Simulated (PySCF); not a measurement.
Electron correlation in Pb²⁺ (lead, charge +2)

[Xe] 4f14 5d10 6s2, closed-shell 1S. All numbers are calculated (PySCF 2.14, the spin-free X2C one-electron Hamiltonian (Gaussian nucleus), in x2c-TZVPPall with one added diffuse shell each of s, p, d, f type (12s8p7d4f, 99 functions)). Frozen: [Kr] 4d10 4f14; 20 electrons correlated.

```csv
level,correlation energy (mhartree)
CCSD,-433.97
(T),-8.38
CCSD(T),-442.35
```

Diagnostics: T1 = 0.0074, D1 = 0.0208, largest double amplitude 0.057.

Cost of the coupled-cluster step: of the order of 16 core-seconds, for 20 correlated electrons.

This basis was not built for core-valence correlation, so the inner-shell part is incomplete.
